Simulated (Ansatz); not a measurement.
One geometry of the cluster Na9⁺, several levels of theory.

```yaml
crystal:
  periodic: [false, false, false]
  atoms:
    - {symbol: Na, position_ang: [0.223404, -2.731330, 0.125741]}
    - {symbol: Na, position_ang: [-1.036431, -0.706678, -2.461082]}
    - {symbol: Na, position_ang: [2.779177, -1.028806, 2.151303]}
    - {symbol: Na, position_ang: [-3.274922, -1.610180, 0.323705]}
    - {symbol: Na, position_ang: [-0.775614, -0.196340, 2.634511]}
    - {symbol: Na, position_ang: [2.313071, -0.374690, -1.435627]}
    - {symbol: Na, position_ang: [1.311938, 2.173172, 1.079007]}
    - {symbol: Na, position_ang: [0.493754, 2.639109, -2.474872]}
    - {symbol: Na, position_ang: [-2.034376, 1.835733, 0.057314]}
basis:
  gaussian: {orbitals: def2-TZVP, initial_orbitals: start.molden}
total_charge: 1
hamiltonian: {xc: pbe}
scf: {omitted_lower_state_checks: [starts]}
output: {forces: true, orbitals: {seedname: orbitals}}
```

The file start.molden holds the orbitals of an earlier run on this structure, at another level or in another basis.

```sh
$ ansatz run in.yaml --threads 4 --pin off --events-out ev --progress --plain --max-ram 4787MiB
```

Output, abridged:

```
Functional definition: PBE
2493 factors; their error is unknown
mean field evaluation 1: about -39716.0049 eV, gradient 1.1e1 eV
mean field evaluation 2: about -39716.1011 eV, gradient 1.2e-1 eV
mean field evaluation 4: about -39716.0543 eV, gradient 4.3e-4 eV
mean field -39716.05425557 eV, -1459.5380733838 hartree, gradient 2.0e-5 eV, S^2 0.000000; 0 other end points of the search recorded, 0 dependent functions left out
reference -39716.05435265 eV, -1459.5380769513 hartree; 49, 49 occupied and 239, 239 virtual orbitals, 2493 factors
Total energy: -39716.05435265 eV, -1459.5380769513 hartree
Atom 0 at     0.223404    -2.731330     0.125741 Å, force    -0.000698     0.046365    -0.011358 eV/Å
Atom 1 at    -1.036431    -0.706678    -2.461082 Å, force     0.023769     0.005518     0.042126 eV/Å
Atom 2 at     2.779177    -1.028806     2.151303 Å, force    -0.070175     0.024639    -0.053165 eV/Å
Atom 3 at    -3.274922    -1.610180     0.323705 Å, force     0.082900     0.039367    -0.006971 eV/Å
Atom 4 at    -0.775614    -0.196340     2.634511 Å, force     0.011812     0.012683    -0.044653 eV/Å
Atom 5 at     2.313071    -0.374690    -1.435627 Å, force    -0.043393    -0.001427     0.021461 eV/Å
Atom 6 at     1.311938     2.173172     1.079007 Å, force    -0.029363    -0.036283    -0.013153 eV/Å
Atom 7 at     0.493754     2.639109    -2.474872 Å, force    -0.011576    -0.062292     0.058367 eV/Å
Atom 8 at    -2.034376     1.835733     0.057314 Å, force     0.036724    -0.028570     0.007347 eV/Å
Dipole moment:    -0.000678    -0.002887     0.002301 e Å
Checks for a lower state left out: starts
```

Hardware: 4 threads of Arm Neoverse V2 on a shared host. Wall time 8.5 s, peak host memory 0.75 GiB.

As the first input, with `gaussian: {orbitals: def2-SVP, initial_orbitals: start.molden}`, `hamiltonian: {xc: pbe0}`, `output: {orbitals: {seedname: orbitals}}` (abridged; 6.5 s):

```
Functional definition: PBE0
mean field -39704.87097699 eV, -1459.1270954761 hartree, gradient 1.9e-5 eV, S^2 0.000000
Total energy: -39704.87102430 eV, -1459.1270972148 hartree
Checks for a lower state left out: starts
```

First input, but with `hamiltonian: {xc: r2scan}`, `output: {orbitals: {seedname: orbitals}}` (abridged; 19 s):

```
Functional definition: r2SCAN
mean field -39736.16840307 eV, -1460.2772546707 hartree, gradient 2.7e-5 eV, S^2 0.000000
Total energy: -39736.16842869 eV, -1460.2772556122 hartree
Checks for a lower state left out: starts
```

The first input with `gaussian: {orbitals: STO-3G}`, `hamiltonian: {xc: hf}`, `output: {orbitals: {seedname: orbitals}}` (abridged; 0.35 s):

```
Functional definition: HF
mean field -39105.75575168 eV, -1437.1100170410 hartree, gradient 1.9e-5 eV, S^2 0.000000
Total energy: -39105.75575168 eV, -1437.1100170410 hartree
Checks for a lower state left out: starts
```

Geometry: r2SCAN/def2-SVP.

The restricted singlet is unstable towards broken spin symmetry in Hartree–Fock (as tested in another run); at PBE/def2-TZVP, PBE0/def2-SVP, r2SCAN/def2-TZVP, HF/STO-3G this wasn't settled. At HF/STO-3G the highest occupied level of the charge 1 singlet lies above zero (up to 2.92 eV). In Hartree–Fock with STO-3G the lack of diffuse functions raises the level. The structure comes from a short search, and lower isomers may exist.
